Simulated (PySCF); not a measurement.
cyclohexasilane (H₁₂Si₆), SMILES [SiH2]1[SiH2][SiH2][SiH2][SiH2][SiH2]1. Atoms are numbered in the order given.

```xyz
18

Si    -1.9152    -1.1057    -0.4030
Si    -1.9152     1.1057     0.4030
Si     0.0000     2.2115    -0.4030
Si     1.9152     1.1057     0.4030
Si     1.9152    -1.1057    -0.4030
Si     0.0000    -2.2115     0.4030
H     -1.8625    -1.0753    -1.8968
H     -3.1593    -1.8240     0.0104
H     -3.1593     1.8240    -0.0104
H     -1.8625     1.0753     1.8968
H      0.0000     2.1507    -1.8968
H      0.0000     3.6480     0.0104
H      3.1593     1.8240    -0.0104
H      1.8625     1.0753     1.8968
H      3.1593    -1.8240     0.0104
H      1.8625    -1.0753    -1.8968
H      0.0000    -2.1507     1.8968
H      0.0000    -3.6480    -0.0104
```

The structure is a stationary point at B3LYP-D3(BJ)/def2-SVP.

Method: B3LYP/def2-TZVP (PySCF).

Atomic charges (e):

```
atom  Löwdin    IAO  Mulliken
----  ------  -----  --------
Si1     0.05   0.20         …
Si2     0.05   0.20         …
Si3     0.05   0.20         …
Si4     0.05   0.20         …
Si5     0.05   0.20         …
Si6     0.05   0.20         …
H7     -0.02  -0.10         …
H8     -0.03  -0.09         …
H9     -0.03  -0.09         …
H10    -0.02  -0.10         …
H11    -0.02  -0.10         …
H12    -0.03  -0.09         …
H13    -0.03  -0.09         …
H14    -0.02  -0.10         …
H15    -0.03  -0.09         …
H16    -0.02  -0.10         …
H17    -0.02  -0.10         …
H18    -0.03  -0.09         …
```

Some entries are withheld; supply them. (Estimate from the structure and the level; the computed values follow.)


- Si1, Mulliken: 0.07
- Si2, Mulliken: 0.07
- Si3, Mulliken: 0.07
- Si4, Mulliken: 0.07
- Si5, Mulliken: 0.07
- Si6, Mulliken: 0.07
- H7, Mulliken: -0.04
- H8, Mulliken: -0.04
- H9, Mulliken: -0.04
- H10, Mulliken: -0.04
- H11, Mulliken: -0.04
- H12, Mulliken: -0.04
- H13, Mulliken: -0.04
- H14, Mulliken: -0.04
- H15, Mulliken: -0.04
- H16, Mulliken: -0.04
- H17, Mulliken: -0.04
- H18, Mulliken: -0.04

Computed Mayer and Wiberg (Löwdin basis) orders of the bonds:
```json
[
 {"bond": "Si1–Si2", "Mayer": "0.94", "Wiberg": "1.13"},
 {"bond": "Si2–Si3", "Mayer": "0.94", "Wiberg": "1.13"},
 {"bond": "Si3–Si4", "Mayer": "0.94", "Wiberg": "1.13"},
 {"bond": "Si4–Si5", "Mayer": "0.94", "Wiberg": "1.13"},
 {"bond": "Si1–Si6", "Mayer": "0.94", "Wiberg": "1.13"},
 {"bond": "Si5–Si6", "Mayer": "0.94", "Wiberg": "1.13"},
 {"bond": "Si1–H7", "Mayer": "0.93", "Wiberg": "0.92"},
 {"bond": "Si1–H8", "Mayer": "0.93", "Wiberg": "0.92"},
 {"bond": "Si2–H9", "Mayer": "0.93", "Wiberg": "0.92"},
 {"bond": "Si2–H10", "Mayer": "0.93", "Wiberg": "0.92"},
 {"bond": "Si3–H11", "Mayer": "0.93", "Wiberg": "0.92"},
 {"bond": "Si3–H12", "Mayer": "0.93", "Wiberg": "0.92"},
 {"bond": "Si4–H13", "Mayer": "0.93", "Wiberg": "0.92"},
 {"bond": "Si4–H14", "Mayer": "0.93", "Wiberg": "0.92"},
 {"bond": "Si5–H15", "Mayer": "0.93", "Wiberg": "0.92"},
 {"bond": "Si5–H16", "Mayer": "0.93", "Wiberg": "0.92"},
 {"bond": "Si6–H17", "Mayer": "0.93", "Wiberg": "0.92"},
 {"bond": "Si6–H18", "Mayer": "0.93", "Wiberg": "0.92"}
]
```
